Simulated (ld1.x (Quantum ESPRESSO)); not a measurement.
**Pseudopotential generation for P: TM, PBEsol, non-relativistic.**

* Element: phosphorus (P)
* Generator: ld1.x (Quantum ESPRESSO) 7.5
* Type: norm-conserving Troullier–Martins (Kleinman–Bylander form)
* Functional: PBEsol
* Relativity: non-relativistic
* Frozen core: [He]
* Valence charge: 13
* Reference configuration: 2s2 2p6 3s2 3p2.5 (charge +0.5)
* Partial waves: 2s (bound): rc 0.65 bohr; 2p (bound): rc 0.70 bohr; 3d channel at 0.25 Ry: rc 0.55 bohr
* Local potential: the d channel
* Core correction: none

Occupied shells without a wave of their own: 3p, 3s. They enter only through the test configuration that unscreens the potential.

* Cutoffs needed: over 300 Ry and over 300 Ry (the cutoffs (Ry, on a coarse ladder) from which the occupation-weighted sum of valence levels, in a spherical-Bessel basis at the reference potential, stays within 10 and 1 mRy of its value at 400 Ry)
* Ghost test: no extra level below or beside the all-electron valence levels (s, p, d, f tested) (spherical-Bessel basis up to 400 Ry, 20 bohr box)
* Largest excitation error: -538 meV (all-electron minus pseudo) for 2s2 2p6 3s0 3p5, out of 7 test configurations
